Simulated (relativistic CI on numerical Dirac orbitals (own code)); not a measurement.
Transition arrays of Cd9+

Method of calculation: Dirac-Coulomb-Breit CI, separate exchange-only KLI orbitals for each configuration, model QED, valence Slater integrals scaled by 0.9, whole transition arrays (own radial code, finite nucleus).

Configuration list (outside the closed core [Ar] 3d10 4s2): 4p6 4d3, 4p6 4d2 4f, 4p5 4d4, 4p6 4d2 5p, 4p6 4d2 5f. Levels of other configurations are missing.

All E1 lines from the levels of 4p6 4d3; mean and standard deviation are weighted by gf, and upper levels are sorted by their leading configuration.

```
Upper configuration  Lines    Σgf  Mean (eV)  Mean (nm)  σ (eV)  Strongest line (nm)
         4p6 4d2 4f    266  180.9      79.52     15.592    2.59               15.658
            4p5 4d4   2116  836.7      81.49     15.214    3.62               14.770
         4p6 4d2 5p    523   44.5      63.11     19.645    1.51               19.751
         4p6 4d2 5f    721   22.7     107.61     11.521    1.91               11.375
```

Σgf per state of the lower configuration in bins of 0.2 nm over the central range (centre: value): 11.5: 0.07, 11.7: 0.03, 11.9: 0.02, 14.1: 0.06, 14.3: 0.09, 14.5: 0.29, 14.7: 1.06, 14.9: 0.78, 15.1: 1.69, 15.3: 1.86, 15.5: 1.20, 15.7: 0.83, 15.9: 0.23, 16.1: 0.03, 18.1: 0.02, 18.3: 0.02, 18.5: 0.03, 18.7: 0.02, 18.9: 0.03, 19.1: 0.04, 19.3: 0.10, 19.5: 0.10.

Question: How do configuration mixing and the scaling of the Slater integrals move the arrays?

Answer: Slater scale 0.9, no configuration mixing: 4p6 4d2 4f 71.6 ± 3.0 eV (Σgf 401.7), 4p5 4d4 77.5 ± 5.8 eV (Σgf 538.3), 4p6 4d2 5p 63.0 ± 1.5 eV (Σgf 55.5), 4p6 4d2 5f 107.9 ± 1.6 eV (Σgf 0.1); Slater scale 1: 4p6 4d2 4f 81.1 ± 3.0 eV (Σgf 217.9), 4p5 4d4 83.2 ± 3.9 eV (Σgf 815.5), 4p6 4d2 5p 63.2 ± 1.7 eV (Σgf 43.8), 4p6 4d2 5f 107.6 ± 2.2 eV (Σgf 28.8); Slater scale 0.8: 4p6 4d2 4f 77.9 ± 2.7 eV (Σgf 161.9), 4p5 4d4 79.9 ± 3.3 eV (Σgf 838.2), 4p6 4d2 5p 63.1 ± 1.4 eV (Σgf 45.4), 4p6 4d2 5f 107.6 ± 1.7 eV (Σgf 18.0). With mixing, levels are counted to their leading configuration, so an array can shrink or vanish into another, and the sums then hold other lines.
